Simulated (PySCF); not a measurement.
Molfile (atoms numbered from 1):
```
C7H7F3NP
     RDKit          3D

 19 19  0  0  0  0  0  0  0  0999 V2000
    2.8137   -0.1309   -0.9024 C   0  0  0  0  0  0  0  0  0  0  0  0
    2.1497   -0.2141    0.4731 C   0  0  0  0  0  0  0  0  0  0  0  0
    0.7426    0.2983    0.3805 C   0  0  0  0  0  0  0  0  0  0  0  0
   -0.1788   -0.5971    0.1365 N   0  0  0  0  0  0  0  0  0  0  0  0
   -1.4543   -0.2933   -0.0336 C   0  0  0  0  0  0  0  0  0  0  0  0
   -2.3527   -1.4821   -0.2818 C   0  0  0  0  0  0  0  0  0  0  0  0
   -3.3854   -1.1781   -1.0896 F   0  0  0  0  0  0  0  0  0  0  0  0
   -1.7162   -2.5117   -0.8410 F   0  0  0  0  0  0  0  0  0  0  0  0
   -2.9024   -1.9393    0.8611 F   0  0  0  0  0  0  0  0  0  0  0  0
   -2.0064    0.9785    0.0253 C   0  0  0  0  0  0  0  0  0  0  0  0
   -1.2197    2.0848    0.2795 C   0  0  0  0  0  0  0  0  0  0  0  0
    0.4941    2.0403    0.5449 P   0  0  0  0  0  0  0  0  0  0  0  0
    2.2667   -0.7399   -1.6177 H   0  0  0  0  0  0  0  0  0  0  0  0
    3.8380   -0.4901   -0.8488 H   0  0  0  0  0  0  0  0  0  0  0  0
    2.8228    0.8991   -1.2571 H   0  0  0  0  0  0  0  0  0  0  0  0
    2.7177    0.3856    1.1877 H   0  0  0  0  0  0  0  0  0  0  0  0
    2.1274   -1.2519    0.8052 H   0  0  0  0  0  0  0  0  0  0  0  0
   -3.0686    1.0951   -0.1347 H   0  0  0  0  0  0  0  0  0  0  0  0
   -1.6981    3.0560    0.3207 H   0  0  0  0  0  0  0  0  0  0  0  0
  1  2  1  0
  2  3  1  0
  3  4  2  0
  4  5  1  0
  5  6  1  0
  6  7  1  0
  6  8  1  0
  6  9  1  0
  5 10  2  0
 10 11  1  0
 11 12  2  0
 12  3  1  0
  1 13  1  0
  1 14  1  0
  1 15  1  0
  2 16  1  0
  2 17  1  0
 10 18  1  0
 11 19  1  0
M  END
```

PySCF calculation with GIAO PBE0/pcSseg-1 shieldings and GFN2-xTB structure; gas phase, non-relativistic Hamiltonian, one averaged value for each set of equivalent atoms, one computed conformer.

References, each an isolated molecule treated in the same way: ¹³C (σ = 186.93 ppm), ¹H (σ = 31.72 ppm) against TMS; ¹⁵N (σ = 267.73 ppm) against NH3; ¹⁹F (σ = 170.95 ppm) vs CFCl3; ³¹P (σ = 318.38 ppm) against H3PO4.

```
      atoms  nucleus  count  δ (ppm)
         C6      ¹³C      1    132.2
        H19       ¹H      1     9.95
         C2      ¹³C      1        ?
        C10      ¹³C      1    124.0
    H16/H17       ¹H      2     3.38
        C11      ¹³C      1    180.1
        P12      ³¹P      1    234.6
        H18       ¹H      1     8.06
         C3      ¹³C      1        ?
         N4      ¹⁵N      1    353.4
         C1      ¹³C      1     24.3
H13/H14/H15       ¹H      3        ?
   F7/F8/F9      ¹⁹F      3        ?
         C5      ¹³C      1    151.2
```

Q: Complete the table.

A: 
- C3: 213.0 ppm, substituted aromatic carbon next to a ring nitrogen
- C2: 43.1 ppm, sp3 CH2 on an aromatic ring; a saturated carbon with 2 carbon neighbours and no heteroatom attached
- H13/H14/H15: 1.43 ppm, hydrogen on a methyl carbon
- F7/F8/F9: -80.8 ppm, fluorine of a CF3 group

Shifts are as computed. Against solution values, carbons near 30 ppm lie about +3 ppm off and those near 130 ppm about +5 ppm. Of 1211 compounds with measured shifts, 218 miss one by over three times the rms of a fit or turn the order of signals round; such compounds aren't used in these exercises. Unscaled 19F shifts against computed CFCl3 carry errors that often reach 10 to 50 ppm. Experimental scales use liquid or dissolved standards, which lie at an offset from isolated NH3 (liquid NH3: subtract about 20 ppm) and H3PO4. Unscaled 15N shifts of sp2 nitrogen come out 20 to 40 ppm too high even then.
